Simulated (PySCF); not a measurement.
# Antimony: a sound run and one with changed settings

Sound run: Sb⁺ [Kr] 4d10 5s2 5p2, Sb²⁺ [Kr] 4d10 5s2 5p1. All numbers are calculated (PySCF 2.14, the spin-free X2C one-electron Hamiltonian (Gaussian nucleus), in x2c-SVPall (6s5p3d, 36 functions)). The sound run starts from symmetry-adapted Hartree-Fock orbitals and uses a fine grid where one is needed.

Changed run: initial guess 1e, at most 3 SCF cycles. This setting is unsound on purpose.

```json
{"species": "Sb⁺", "method": "UHF", "sound run (hartree)": "-6476.94088", "changed run (hartree)": "-6476.94061", "converged": "no"}
{"species": "Sb⁺", "method": "M06-2X", "sound run (hartree)": "-6480.24634", "changed run (hartree)": "-6480.24630", "converged": "no"}
{"species": "Sb⁺", "method": "MN15", "sound run (hartree)": "-6483.93476", "changed run (hartree)": "-6483.93472", "converged": "no"}
{"species": "Sb²⁺", "method": "UHF", "sound run (hartree)": "-6476.35157", "changed run (hartree)": "-6476.35150", "converged": "no"}
{"species": "Sb²⁺", "method": "M06-2X", "sound run (hartree)": "-6479.64085", "changed run (hartree)": "-6479.64084", "converged": "no"}
{"species": "Sb²⁺", "method": "MN15", "sound run (hartree)": "-6483.32213", "changed run (hartree)": "-6483.32211", "converged": "no"}
```

The SCF was stopped early; the energies are upper bounds that still move, and correlated levels were skipped or rest on poor orbitals.
